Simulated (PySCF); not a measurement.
Zr(Cl)(OH)3 (ClH3O3Zr), SMILES [Cl][Zr]([OH])([OH])[OH], multiplicity 1.

The structure is a stationary point at B3LYP-D3(BJ)/def2-SVP. The multiplicity is an assumed one; no other spin state was optimised. The structure was generated by enumeration; whether it is a known compound was not checked. The def2 effective core potentials stand for the cores of Zr; spin–orbit coupling is left out. One conformer was computed; it need not be the lowest.

Calculation: PBE/def2-TZVP run with PySCF.

Gas-phase values at a fixed geometry.

Computed frontier levels, gap, dipole moment and polarisability:
The highest occupied level comes out as -7.10 eV. The lowest empty level comes out as -1.12 eV and the orbital gap comes out as 5.98 eV. The dipole moment is 3.71 D, the quadrupole, principal values (traceless, Buckingham form, about the centre of nuclear charge) is -9.42, 4.71, 4.71 D·Å and the mean static polarisability is 64.5 bohr³ (9.56 Å³). The polarisability, principal values comes out as 61.4, 61.4, 70.8 bohr³.
